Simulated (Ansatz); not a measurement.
Correlation energies of `[NH2][Al]([Cl])[Cl]` by basis set

Cartesian coordinates in Å:
```
N 0.705 0.599 -0.455
Al -0.489 -0.416 0.316
Cl -0.319 -2.488 0.213
Cl -2.086 0.445 1.338
H 1.501 0.254 -0.965
H 0.687 1.606 -0.447
```

The species carries charge 0 and has multiplicity 1. Geometry: relaxed with PBE0-D4/def2-TZVP. It is one conformer, not always the lowest. Frozen core, restricted reference, the Gaussian-basis code of Ansatz. CBS rows extrapolate triple and quadruple zeta; past MP2 they add the triple-zeta difference.

```tsv
basis	HF (Eh)	MP2 corr.
def2-SVP	-1216.32038	-0.48960
def2-TZVPP	-1216.79161	-0.65990
def2-QZVPP	-1216.82707	-0.72156
```

Question: Estimate the CCSD correlation energy and the (T) correction in each basis where they were run (hartree).

Answer: 
```json
{"basis": "def2-SVP", "CCSD corr.": "-0.52607", "(T)": "-0.01117"}
{"basis": "def2-TZVPP", "CCSD corr.": "-0.70092", "(T)": "-0.02822"}
{"basis": "CBS(def2)", "CCSD corr.": "-0.80826", "(T)": "as TZ"}
```
